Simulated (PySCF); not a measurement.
**Circular dichroism: SMILES F[C@@H]1S[C@H]2C[C@@H]1C2(F)F, C5H5F3S**

Cartesian coordinates in Å; atom numbers follow the order of the lines, from 1:
```xyz
14

F     2.339    0.846    0.501
C     1.101    1.058   -0.012
S    -0.139    1.436    1.310
C    -1.037   -0.039    0.727
C    -0.991    0.113   -0.802
C     0.511   -0.195   -0.644
C     0.084   -1.069    0.551
F     0.940   -1.306    1.557
F    -0.372   -2.289    0.170
H     1.179    1.907   -0.698
H    -1.938   -0.249    1.289
H    -1.253    1.088   -1.203
H    -1.528   -0.678   -1.321
H     1.103   -0.624   -1.447
```

The calculation used TDDFT B3LYP/def2-SVPD circular dichroism and optical rotation, one conformer, gas phase in PySCF 2.14.0. Geometry: GFN2-xTB.

States above about 6.9 eV lie in this functional's continuum (it starts at minus the energy of the highest occupied orbital, well below the true ionisation energy for most functionals) and depend on the basis.

(1) Assign R or S to each stereocentre.

(2) List the lowest 8 singlet excitations with oscillator and rotatory strengths.

## Answers

(1) C2 R, C4 S, C6 R.

(2) Rotatory strengths R in 10⁻⁴⁰ esu² cm², velocity form and length form (origin at the centre of mass); f in length form.
| state | E (eV) | λ (nm) | f | R (velocity) | R (length) | main |
| --- | --- | --- | --- | --- | --- | --- |
| 1 | 4.96 | 250 | 0.0007 | -7.2 | -6.4 | HOMO→LUMO 0.98 |
| 2 | 6.24 | 199 | 0.025 | +7.0 | +7.5 | HOMO→LUMO+1 0.69, HOMO→LUMO+2 0.30 |
| 3 | 6.39 | 194 | 0.004 | +2.2 | +0.1 | HOMO→LUMO+2 0.69, HOMO→LUMO+1 0.29 |
| 4 | 6.87 | 180 | 0.020 | -10.4 | -9.8 | HOMO→LUMO+3 0.78, HOMO→LUMO+4 0.17 |
| 5 | 7.05 | 176 | 0.005 | +0.7 | +0.1 | HOMO→LUMO+4 0.78, HOMO→LUMO+3 0.18 |
| 6 | 7.23 | 171 | 0.021 | +17.6 | +17.4 | HOMO→LUMO+5 0.91 |
| 7 | 7.43 | 167 | 0.008 | -2.3 | -2.2 | HOMO→LUMO+6 0.64, HOMO−1→LUMO 0.20 |
| 8 | 7.54 | 164 | 0.018 | +5.5 | +6.0 | HOMO−1→LUMO 0.68, HOMO→LUMO+6 0.25 |

Among the states computed, the strongest CD band (largest |R|) is state 6. The largest dissymmetry factor in size, g = 4R/(D+G), with D and G the electric and magnetic dipole strengths, is -0.065 for state 1 (velocity form, f = 0.0008), among bands with |R| over 0.5. The mirror image has the same energies and oscillator strengths and all R with the opposite sign.
